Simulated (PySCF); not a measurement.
Hf(H)3(SH) (H4HfS), SMILES [HfH3][SH], multiplicity 1. Heavy atoms are numbered as in [HfH3:1][SH:5]. Hydrogens are named by the atom that carries them.

Geometry optimised at PBE0-D3(BJ)/def2-TZVP. The spin state was assumed, not searched. The def2 effective core potentials stand for the cores of Hf; spin–orbit coupling is left out.

Calculation: B3LYP/def2-TZVPD (PySCF).

Mulliken values depend strongly on the basis, most of all with diffuse functions as here. ESP charges are fitted to the potential on shells at 1.4 to 2.0 van der Waals radii. Atomic charges (e), one atom of each kind:

```csv
atom,Mulliken,ESP fit
Hf1 (HfH3),0.85,…
H on Hf1,-0.18,…
S5 (SH),-0.48,…
H on S5,0.18,…
```

### Question
Some entries are withheld; supply them. (The exact figures need the calculation; the answer reports its results.)

### Answer

- Hf1 (HfH3), ESP fit: 1.14
- H on Hf1, ESP fit: -0.30
- S5 (SH), ESP fit: -0.36
- H on S5, ESP fit: 0.13
